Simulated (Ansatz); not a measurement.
An input meant for Cu₄O⁺ (charge 1, doublet; atoms displaced at random, 0.08 Å in each coordinate; with a point charge).

```yaml
crystal:
  periodic: [false, false, false]
  atoms:
    - {symbol: O, position_ang: [-0.630678, -0.858400, 0.316297]}
    - {symbol: Cu, position_ang: [1.107900, -1.187780, 0.382389]}
    - {symbol: Cu, position_ang: [0.984382, 1.402787, -0.405154]}
    - {symbol: Cu, position_ang: [-0.706158, 0.801369, 1.071661]}
    - {symbol: Cu, position_ang: [-0.683332, -0.289226, -1.314644]}
basis:
  gaussian: {orbitals: def2-TZVP, point_charges: [{charge: -1.00, position_ang: [3.655, 0.645, -0.290]}]}
total_charge: 1
magnetization: {spin_polarized: true, initial_magnetization: 1}
hamiltonian: {xc: {name: HF}}
correlation: {active_space: {window: {electrons: 6, orbitals: 2}}}
scf: {omitted_lower_state_checks: [starts]}
output: {forces: true}
```

```sh
$ ansatz run in.yaml --threads 4 --pin off --events-out ev --progress --plain --max-ram 4787MiB
```

It prints (some lines left out):

```
Error: invalid value for `correlation.active_space`: it starts from restricted Hartree–Fock orbitals; set hamiltonian.xc: hf without magnetization.spin_polarized
```
